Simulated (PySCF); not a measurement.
C₂H₅O₂, SMILES CC(O)=[OH+], charge +1.

Geometry: PBE-D3(BJ)/def2-SVP. The isomer is the one that the SMILES or the coordinates give; other isomers of the formula were not compared. One conformer was computed; it need not be the lowest.

These are PBE-D3(BJ)/def2-SVP (PySCF 2.14.0) values and carry that method's errors.

No scaling factor is applied to the harmonic values.

```
mode  ν (cm⁻¹)  IR (km/mol)  moving atoms (share of kinetic energy)
----  --------  -----------  --------------------------------------
1           45          1.6                                  H 94 %
2          428          2.2                  O 40 %, H 35 %, C 26 %
3          528          3.7                  H 49 %, C 36 %, O 15 %
4          557         31.2                  O 43 %, H 30 %, C 27 %
5          621        230.6                                  H 92 %
6          742         55.5                  H 74 %, O 15 %, C 11 %
7          896         20.7                  C 40 %, O 35 %, H 24 %
8          982          5.5                          H 69 %, C 25 %
9         1004         18.0                          H 49 %, C 48 %
10        1130        165.5                          H 73 %, O 24 %
11        1161        110.6                          H 66 %, O 32 %
12        1312         36.0                          H 84 %, C 16 %
13        1347         53.9                                  H 96 %
14        1391         28.5                                  H 91 %
15        1538        264.5                  C 70 %, O 18 %, H 12 %
16        1628        231.5                   C 70 %, O 22 %, H 8 %
17        2970         44.8                                  H 96 %
18        3067         20.3                           H 92 %, C 8 %
19        3124         16.1                          H 90 %, C 10 %
20        3535        262.4                                  H 94 %
21        3604        226.8                                  H 94 %
```
